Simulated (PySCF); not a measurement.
How methods differ on the interval between two levels of Mo

Mo [Kr] 4d5 5s1 [7S3, M_J = 3] → Mo [Kr] 4d4 5s2 [5D4, M_J = 4], as a difference of total energies. All numbers are calculated (PySCF 2.14, the two-component X2C-1e Hamiltonian, in x2c-SVPall-2c with one added diffuse shell each of s, p, d type (7s9p7d1f, 76 functions)). Correlated levels: [Ar] 3d10 frozen; the 6 highest virtual spinors dropped. "Screened" scales the spin-orbit matrix elements by Boettger's factors to mimic the two-electron term; Breit and QED terms are absent.

```json
{"method": "GHF (spin-free)", "interval between two levels (cm⁻¹)": "18610"}
{"method": "GMP2 (spin-free)", "interval between two levels (cm⁻¹)": "15338"}
{"method": "GHF (screened spin-orbit)", "interval between two levels (cm⁻¹)": "19256"}
{"method": "GMP2 (screened spin-orbit)", "interval between two levels (cm⁻¹)": "16020"}
```

The labels give the starting determinants; with spin-orbit coupling the two ends relaxed to ⟨J²⟩ = 12.00, ⟨L²⟩ = 0.01, ⟨S²⟩ = 12.00 and ⟨J²⟩ = 20.12, ⟨L²⟩ = 6.13, ⟨S²⟩ = 6.02.
